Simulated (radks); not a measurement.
Species: Pm48+. Configuration: [Ne] 3s2 3p1. Method: Dirac Kohn-Sham, BLYP, spin-unpolarised, spherical densities, finite nucleus; open shells are shared between the two j in proportion to 2j + 1; Fermi nuclear charge, rms radius 4.962 fm; computed with a radial shooting solver on a logarithmic mesh with Libxc functionals.

Unscreened Slater integrals over Kohn-Sham orbitals (eV). Large and small components are both included.

| integral | value |
|---|---|
| F0(3p3/2,3p3/2) | 106.26 |
| F2(3p3/2,3p3/2) | 53.051 |
| F0(3p3/2,3p1/2) | 108.42 |
| G2(3p3/2,3p1/2) | 53.313 |
| F0(3p3/2,3s1/2) | 105.13 |
| G1(3p3/2,3s1/2) | 67.680 |
| F0(3p3/2,2p3/2) | 140.29 |
| F2(3p3/2,2p3/2) | 36.974 |
| G0(3p3/2,2p3/2) | 14.760 |
| G2(3p3/2,2p3/2) | 16.310 |
| F0(3p1/2,3p1/2) | 110.79 |
| F0(3p1/2,3s1/2) | 107.18 |
| G1(3p1/2,3s1/2) | 67.095 |
| F0(3p1/2,2p3/2) | 145.24 |
| G2(3p1/2,2p3/2) | 16.088 |
| F0(3s1/2,3s1/2) | 104.30 |
| F0(3s1/2,2p3/2) | 136.30 |
| G1(3s1/2,2p3/2) | 14.160 |
| F0(2p3/2,2p3/2) | 283.68 |
| F2(2p3/2,2p3/2) | 135.37 |
